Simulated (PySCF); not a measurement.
**Ionisation energy of F⁺ by level of theory**

F⁺ [He] 2s2 2p4 (3P) → F²⁺ [He] 2s2 2p3 (4S), as a difference of total energies. All numbers are calculated (PySCF 2.14, scalar relativity by spin-free X2C-1e, in x2c-TZVPall (5s3p2d1f, 31 functions)). Correlated levels: valence: 1s2 frozen. The calculations carry no spin-orbit coupling.

```tsv
method	ionisation energy (eV)	error (eV)
UHF	33.395	-1.555
M06-2X	34.978	+0.028
PBE	35.408	+0.458
MP2 (valence)	34.586	-0.364
SCS-MP2 (valence)	34.679	-0.271
CCSD (valence)	34.626	-0.324
CCSD(T) (valence)	34.647	-0.303
```

Reference: 34.950 eV (measured; NIST levels, between the centres of gravity of the two terms).

Errors of the correlated levels include the incompleteness of this basis and the frozen core.
